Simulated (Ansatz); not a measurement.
Cartesian coordinates in Å:
```
C 1.5213 0.6532 -0.7078
C 0.8354 0.8966 0.4108
Al -0.8096 -0.0310 0.8724
N -1.4598 -1.2349 -0.2484
H 2.4431 1.1740 -0.9611
H 1.1969 -0.0864 -1.4372
H 1.2522 1.6579 1.0721
H -1.6143 0.2300 2.2125
H -2.3032 -1.7585 -0.0790
H -1.0620 -1.5008 -1.1342
```

The species carries charge 0 and has multiplicity 1.

(1) List the PBE0/def2-TZVPP orbital energies in eV (the Gaussian-basis code of Ansatz). (An estimate is asked.)

Answers

(1) Computed: Occupied: -1527.01, -390.43, -278.34, -277.73, -112.94, -73.05, -72.87, -72.85, -23.00, -21.12, -15.77, -13.31, -12.83, -11.93, -11.09, -9.17, -8.05, -7.94, -7.33. Lowest empty: -1.00, 0.57, 1.01, 1.37, 2.06, 2.34, 2.88, 3.50.
